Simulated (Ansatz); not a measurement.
Ansatz (a first-principles code) input:

Ansatz 0.2 input:
```yaml
crystal:
  periodic: [false, false, false]
  atoms:
    - {symbol: Si, position_ang: [0.11127431, -0.69113263, 0.14373995]}
    - {symbol: N, position_ang: [-1.19222481, 0.66566965, 0.35641317]}
    - {symbol: Si, position_ang: [-2.99200746, 0.20110761, 0.41986061]}
    - {symbol: N, position_ang: [1.55881932, 0.18337048, 0.00556797]}
    - {symbol: Si, position_ang: [3.05308970, -0.28131946, -0.86554392]}
    - {symbol: H, position_ang: [-0.13736975, -1.48683901, 1.33756302]}
    - {symbol: H, position_ang: [-0.26458319, -1.27459091, -1.12805955]}
    - {symbol: H, position_ang: [-0.95698434, 1.18743085, 1.19814912]}
    - {symbol: H, position_ang: [-3.04997868, -0.64674486, 1.60055775]}
    - {symbol: H, position_ang: [-3.18435867, -0.46705929, -0.85701057]}
    - {symbol: H, position_ang: [-3.64371968, 1.49790104, 0.55451631]}
    - {symbol: H, position_ang: [1.74764874, 0.86384658, 0.72837288]}
    - {symbol: H, position_ang: [3.66178153, -1.37917117, -0.12120201]}
    - {symbol: H, position_ang: [2.57173361, -0.68740033, -2.17954683]}
    - {symbol: H, position_ang: [3.83120052, 0.95196807, -0.85348436]}
    - {symbol: H, position_ang: [-1.04341082, 1.32397948, -0.40664010]}
basis:
  gaussian:
    orbitals: def2-TZVP
hamiltonian:
  xc: b3lyp
  dispersion: d3bj
total_charge: 1
relax: {f_tol: 0.002, max_steps: 150}
```

**Question.** Which total energy does the run end on?

**Answer.** -984.61613 Eh (B3LYP-D3(BJ)/def2-TZVP). The basis has 239 functions.

It need not be the lowest isomer of its formula.
